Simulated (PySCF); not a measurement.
## CrOBr, quartet: molecular constants

These are results of PySCF, UB3LYP, basis Cr def2-SVP, O def2-SVP, Br def2-SVP (no relativity, density fitting), not measurements.

The structure is a minimum.

Z-matrix (Å, degrees; charge 0 multiplicity 4):
```
Cr
O  1 1.5717
Br 1 2.3273 2 135.86
```

* Point group: Cs
* Bond lengths: Cr–Br 2.327 Å, Cr–O 1.572 Å
* Bond angles: Br–Cr–O 135.9°
* Highest occupied level (α): -6.73 eV
* Rotational constants: 1.555, 0.06308, 0.06062 cm⁻¹
* Spin squared ⟨S²⟩: 3.871
* Atomisation energy without zero-point energy: 780 kJ/mol
* Principal quadrupole moments (Buckingham, traceless) about the centre of mass: -9.64, 3.92, 5.71 D Å
* Enthalpy at 298.15 K above 0 K: 12.86 kJ/mol
* Zero-point energy: 8.7 kJ/mol
* Dipole moment: 2.28 D
* Entropy at 298.15 K and 1 bar (electronic part: spin only): 306.2 J/(mol K)
* Heat capacity Cp at 298.15 K: 49.7 J/(mol K)
* Principal polarisabilities: 31.1, 35.2, 67.7 bohr³
* Lowest empty level (α): -3.81 eV
* Rotational symmetry number: 1

Harmonic modes (masses in u: Cr 51.941, O 15.995, Br 78.918):
```tsv
symmetry	ω (cm⁻¹)	IR (km/mol)	μ (u)	type
a'	127	13.7	22.10	bend
a'	315	39.2	51.53	stretch
a'	1015	125	19.30	stretch
```

Charges (e):
```tsv
atom	Mulliken	Löwdin	polar tensor	spin (Mulliken)	Mayer order to Cr1
Cr1	0.66	0.22	1.16	3.37	–
O2	-0.41	-0.14	-0.64	-0.29	2.14
Br3	-0.25	-0.09	-0.52	-0.08	1.19
```

Mulliken populations on Cr1: s 6.45, p 12.43, d 4.46, f 0.01.

Formally Cr is in oxidation state +3, d3, with 3 unpaired electrons (the high-spin count). The Mulliken spin on Cr is 3.37. The polar-tensor charge on Cr, 1.16, is far below the formal one.

Only a few start shapes were tried, so a lower isomer may exist. With open d or f shells other occupations or spin states may lie lower.

The final relaxation and frequency run took roughly 110 core-seconds on a shared host.
